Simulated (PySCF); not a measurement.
Potential energy of KMg along the bond

Set-up: K aug-pcseg-1, Mg aug-pcseg-1; no relativity (PySCF 2.14). Energies in eV from K + Mg in their ground configurations at the same level. State: ²Σ⁺ (doublet), unpaired electrons σ ↑.

| R (Å) | ROHF-CCSD | ROHF-MP2 | M06 |
| --- | --- | --- | --- |
| 3.538 | 0.0706 | 0.0666 | -0.1473 |
| 3.695 | 0.0274 | 0.0230 | -0.1624 |
| 3.813 | 0.0064 | 0.0017 | -0.1637 |
| 3.931 | -0.0077 | -0.0125 | -0.1590 |
| 4.049 | -0.0169 | -0.0218 | -0.1503 |
| 4.206 | -0.0240 | -0.0288 | -0.1350 |
| 4.403 | -0.0279 | -0.0323 | -0.1134 |
| 4.639 | -0.0289 | -0.0326 |  |

Problem. Put a parabola through the three lowest points of the M06 curve and estimate Re, k and ωe (reduced mass 14.85 u; 1 eV/Å² = 0.16022 mdyn/Å; ωe = 1302.8·√(k/μ) cm⁻¹).

Solution. Through R = 3.695, 3.813, 3.931 Å the second-order coefficient is 0.215 eV/Å², so Re ≈ 3.780 Å, k ≈ 0.0690 mdyn/Å and ωe ≈ 89 cm⁻¹. A polynomial fit of higher order to the unrounded M06 energies gives Re = 3.774 Å, k = 0.0761 mdyn/Å, ωe = 93.3 cm⁻¹; anharmonicity and rounding make the difference.

The higher-order fit for each curve: M06: Re = 3.774 Å, ωe = 93.3 cm⁻¹, De = 0.164 eV. ROHF-CCSD gives no reliable minimum on this grid. ROHF-MP2 gives no reliable minimum on this grid.

Correlated steps freeze 6 core orbitals. The bond is weak. Basis-set superposition, not corrected here, can be much of De in a small basis, most of all at correlated wavefunction levels. Functionals without a dispersion term scatter widely for such bonds, and LDA overbinds them. The state is the lowest determinant that a PBE0 search found; another state may lie lower at other levels.
